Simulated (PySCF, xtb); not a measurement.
Ga(H)(SeH)2 (GaH3Se2), SMILES [SeH][GaH][SeH].

GFN2-xTB (xtb) at its own geometry gives an orbital gap of 3.54 eV and a dipole moment of 0.17 D.

Geometry: B3LYP-D3(BJ)/def2-SVP. The structure was generated by enumeration; whether it is a known compound was not checked. Other conformers were not sampled.

Problem. What does PySCF with ωB97X/def2-TZVPD give? (An estimate is asked for; the answer gives what the named calculation found.)

Solution. gap 9.78 eV (levels -9.40 and 0.39 eV), dipole 0.23 D.
